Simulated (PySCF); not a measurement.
Species: CH9ClGe2Si.
Atom-mapped SMILES: `[SiH3:1][Ge@@H:2]([GeH3:3])[CH2:4][Cl:5]` (hydrogens: H6, H7, H8 on Si1; H9 on Ge2; H10, H11, H12 on Ge3; H13, H14 on C4)

Structure used (PBE0-D3(BJ)/def2-SVP), in Å, numbered top down from 1:
```xyz
14
CH9ClGe2Si angstrom
Si    -0.3305    1.9256    0.9814
Ge    -0.0768    0.2391   -0.6833
Ge     1.9109   -1.0865   -0.2780
C     -1.6287   -0.9792   -0.5439
Cl    -1.6905   -1.6442    1.1153
H     -0.0747    1.3397    2.3301
H     -1.7145    2.4911    0.9421
H      0.6492    3.0286    0.7382
H     -0.0615    0.8355   -2.1100
H      2.0677   -1.3591    1.2272
H      1.8030   -2.4322   -1.0210
H      3.1657   -0.3464   -0.7779
H     -2.5741   -0.4531   -0.7352
H     -1.5456   -1.8217   -1.2441
```

Computed, not measured: PySCF 2.14.0, density-fitted response routines, TDDFT wB97X-D/def2-SVPD, vertical, gas phase, core orbitals frozen in the response. Relativistic effects, spin–orbit coupling among them, are left out although an element past zinc is present.

Kohn–Sham orbitals with the atoms that hold most of them (Löwdin shares over 4%, at most four atoms; ? is withheld):

| orbital | ε (eV) | atoms |
| --- | --- | --- |
| LUMO+2 | 1.75 | Si1 20%, Ge2 20%, Ge3 19%, C4 8% |
| LUMO+1 | 1.62 | Ge3 27%, Ge2 18%, Si1 9%, H12 8% |
| LUMO | 1.22 | Ge3 21%, Ge2 20%, Si1 16%, H11 9% |
| HOMO | -9.54 | ? |
| HOMO-1 | -9.87 | ? |
| HOMO-2 | -10.55 | Ge2 30%, H9 20%, Cl5 13%, Si1 12% |
| HOMO-3 | -10.61 | Cl5 76%, C4 12% |

(1) Give the leading atoms of the HOMO.

(2) Give the leading atoms of the HOMO-1.

(3) How does S1 compare with the orbital gap of 10.75 eV?

Results:

(1) Ge2 (bonded to C, Ge, Si and H) 30%; Ge3 (bonded to Ge and 3 H) 24%; Si1 (bonded to Ge and 3 H) 18%; H11 (bonded to Ge) 5%. By element: germanium 54%, silicon 18%, hydrogen 5% or more.

(2) Cl5 (bonded to C) 43%; C4 (bonded to Cl, Ge and 2 H) 24%; Ge2 (bonded to C, Ge, Si and H) 15%; Si1 (bonded to Ge and 3 H) 5%.

(3) S1 is at 6.60 eV (f = 0.128), 4.15 eV below the gap, made of HOMO→LUMO (71%), HOMO→LUMO+2 (14%). Without the coupling terms of the response equations the lowest excitation would equal the gap.

Next come S2 at 6.75 eV (f 0.018), HOMO-1→LUMO (42%), HOMO-1→LUMO+4 (28%); S3 at 7.12 eV (f 0.218), HOMO→LUMO+1 (48%), HOMO→LUMO+5 (17%), HOMO→LUMO (11%); S4 at 7.19 eV (f 0.122), HOMO→LUMO+2 (60%), HOMO→LUMO+1 (20%); S5 at 7.24 eV (f 0.0080), HOMO-1→LUMO (26%), HOMO-1→LUMO+3 (23%), HOMO-1→LUMO+4 (12%).

Löwdin shares depend on the basis, the more so with diffuse functions.

One conformer stands for the species.
